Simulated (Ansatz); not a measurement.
Conformers of `N[SiH2]N[SiH](N)O`, each relaxed with PBE0-D4/def2-TZVP in Ansatz. CBS adds the triple-zeta coupled-cluster correction to the MP2 limit.

Not all of them had a frequency check.

Conformer A:

Z-matrix (Å, degrees):
```
Si
N 1 1.719
N 1 1.713 2 108.9
H 1 1.489 2 115.2 3 -116.5
H 1 1.492 2 105.4 3 124.8
Si 2 1.723 1 133.7 3 -148.4
H 2 1.013 1 112.8 3 43.7
H 3 1.007 1 121.8 2 62.5
H 3 1.006 1 120.0 2 -148.0
N 6 1.703 2 106.7 1 32.8
O 6 1.646 2 109.0 1 156.9
H 6 1.482 2 114.3 1 -90.5
H 10 1.005 6 122.2 2 -157.4
H 10 1.005 6 122.0 2 1.2
H 11 0.959 6 116.0 2 -69.6
```

Conformer B:

Z-matrix (Å, degrees):
```
Si
N 1 1.714
N 1 1.738 2 108.0
H 1 1.490 2 106.5 3 124.1
H 1 1.487 2 115.3 3 -114.9
Si 2 1.732 1 127.8 3 48.0
H 2 1.010 1 116.3 3 -137.4
H 3 1.010 1 117.2 2 -151.7
H 3 1.010 1 118.6 2 72.5
N 6 1.709 2 106.9 1 -145.6
O 6 1.637 2 105.4 1 -18.6
H 6 1.483 2 115.2 1 99.2
H 10 1.008 6 121.2 2 59.1
H 10 1.007 6 119.2 2 -155.5
H 11 0.972 6 114.5 2 -13.7
```

Which is lowest in electronic energy at CCSD(T)/CBS (frozen core, def2 sets), and by how much? (Best estimate.)

Ansatz gave: B; A lies 13.2 kJ/mol higher.

Give the energies relative to B (kJ/mol) with ωB97M-V/def2-TZVPP, B2PLYP/def2-TZVPP, PBE0/def2-TZVPP, SCS-MP2/def2-TZVPP, MP2/def2-QZVPP, HF/CBS(def2), CCSD/CBS(def2). (Best estimate.)

The calculation gave: 
```tsv
level	A
ωB97M-V/def2-TZVPP	14.5
B2PLYP/def2-TZVPP	13.3
PBE0/def2-TZVPP	14.4
SCS-MP2/def2-TZVPP	13.0
MP2/def2-QZVPP	13.8
HF/CBS(def2)	3.5
CCSD/CBS(def2)	11.1
```
